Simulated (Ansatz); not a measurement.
Born–Oppenheimer molecular dynamics of AlH₇OSSi (11 atoms, charge 0, multiplicity 1). It starts at the highest image of a converged band, a first-order saddle point between two minima.

Computed with RKS PBE-D4/def2-SVP in Ansatz 0.2.0.

```yaml
ensemble: NVE (velocity Verlet)
time_step: 0.5 fs
steps_asked: 200
starting_velocities_drawn_for: 300 K
seed: 8819
```

First frame:

```xyz
11
Properties=species:S:1:pos:R:3
Al -0.092 -0.663 -1.480
S 2.211 0.145 -1.290
H -0.121 -2.251 -1.312
H -0.834 0.150 -2.634
H 1.147 0.444 -0.155
O -0.130 0.223 0.162
Si -1.020 0.644 1.538
H 2.656 -0.986 -0.672
H -0.056 0.814 2.678
H -1.762 1.932 1.314
H -1.999 -0.453 1.851
```

Q: What does the run give?

A: The run went to its last step.

```yaml
steps_done: 200
time_covered: 100 fs
mean_temperature_over_the_second_half: 234 K
spread_of_the_potential_energy_over_the_second_half: 4.3 meV per atom
mean_potential_energy_of_the_second_half_above_the_start: 7.0 meV per atom
```

The conserved energy stayed within 0.14 meV per atom of its start (net change 0.039 meV per atom), so the integration is sound. A run of 0.1 ps of so small a system gives no equilibrium averages. The orbitals stay closed-shell, which can raise the energy where a bond breaks towards radicals; this wasn't checked here.

Q: What happens to the structure?

A: Between its relaxed ends the band would form S2–H5 and break H5–O6. These pairs go: S2–H5 1.58 → 2.71 Å, H5–O6 1.33 → 1.04 Å. In the last frame they stand as before the step (other bonds may differ from the relaxed reactants and products). It ends as one piece, AlH7OSSi. Pairs count as bonded within 1.25 times the sum of covalent radii (0.12 Å more for H–H). Another seed would give other details.

Q: How do temperature and energy run in time?

A: 
```csv
time (fs),T (K),potential energy less start (eV),conserved less start (meV/atom)
0.0,300,0.000,0.00
5.0,149,0.177,0.08
10.0,133,0.195,0.05
15.0,186,0.133,0.04
20.0,248,0.061,0.06
25.0,260,0.047,0.03
30.0,280,0.023,-0.04
35.0,334,-0.039,-0.01
40.0,327,-0.031,0.00
45.0,293,0.008,-0.02
50.0,229,0.083,0.09
55.0,271,0.035,0.06
60.0,158,0.166,0.08
65.0,172,0.150,0.06
70.0,251,0.057,0.04
75.0,235,0.076,0.05
80.0,182,0.138,0.09
85.0,245,0.065,0.08
90.0,262,0.045,0.05
95.0,181,0.140,0.09
100.0,249,0.060,0.04
```

Time of the run: 3.4 min on 2 threads of Intel(R) Xeon(R) 6975P-C (Granite Rapids), with other jobs on the host, peak memory 0.17 GiB.
